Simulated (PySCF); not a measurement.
C3H4BFO, SMILES C=C=CB(O)F. Heavy atoms are numbered as in [CH2:1]=[C:2]=[CH:3][B:4]([OH:5])[F:6]. Hydrogens are named by the atom that carries them.

Coordinates come from a B3LYP-D3(BJ)/def2-SVP optimisation. The structure was generated by enumeration, and PubChem lists no compound with its InChIKey, so it may never have been made. The values are those of a single conformer.

Method: PBE/pcSseg-1 (PySCF).

GIAO shieldings, no solvent; atoms alike by connectivity are averaged. δ = σ(ref) − σ: ¹³C against TMS (σ = 182.0 ppm); ¹¹B against BF3 (σ = 83.9 ppm); ¹⁷O against H2O (σ = 334.3 ppm); ¹⁹F against CFCl3 (σ = 133.6 ppm); ¹H against TMS (σ = 31.49 ppm), references at their B3LYP-D3(BJ)/def2-TZVP geometries, non-relativistic.

Task: Estimate the chemical shifts. (An estimate is asked for; the answer gives what the named calculation found.)

Result: 
```json
[
 {"nucleus": "¹³C", "atoms": "C2", "count": "1", "δ (ppm)": "232.6"},
 {"nucleus": "¹³C", "atoms": "C3 (CH)", "count": "1", "δ (ppm)": "80.8"},
 {"nucleus": "¹³C", "atoms": "C1 (CH2)", "count": "1", "δ (ppm)": "74.6"},
 {"nucleus": "¹¹B", "atoms": "B4", "count": "1", "δ (ppm)": "14.4"},
 {"nucleus": "¹⁷O", "atoms": "O5 (OH)", "count": "1", "δ (ppm)": "153.9"},
 {"nucleus": "¹⁹F", "atoms": "F6", "count": "1", "δ (ppm)": "-123.6"},
 {"nucleus": "¹H", "atoms": "H on C1", "count": "2", "δ (ppm)": "5.11"},
 {"nucleus": "¹H", "atoms": "H on C3", "count": "1", "δ (ppm)": "4.97"},
 {"nucleus": "¹H", "atoms": "H on O5", "count": "1", "δ (ppm)": "4.38"}
]
```
